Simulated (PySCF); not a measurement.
Delta-SCF ions had no search for a lower state. 

Cartesian coordinates (Å):
```xyz
13

C     -2.0024    -0.3628    -0.6394
C     -1.2071     0.5342    -0.0708
C      0.2238     0.3919     0.2176
Si     1.2274    -1.1515    -0.1753
C      0.8190     1.4346     0.7910
Cl     2.4919     1.4843     1.2147
H     -1.6510    -1.3331    -0.9589
H     -3.0481    -0.1428    -0.8027
H     -1.6401     1.4874     0.2216
H      0.3677    -2.1780    -0.7952
H      1.8012    -1.7023     1.0681
H      2.3142    -0.8133    -1.1152
H      0.3036     2.3517     1.0445
```
Charge 0, multiplicity 1.

Problem. Estimate the vertical ionisation energy (Delta-SCF), total energy and LUMO that CAM-B3LYP-D3(BJ)/def2-TZVP (PySCF) returns for this input.

Solution. 
```json
{
  "vertical ionisation energy (Delta-SCF)": "8.79 eV",
  "total_energy": "-24661.60 eV",
  "LUMO": "-0.14 eV"
}
```
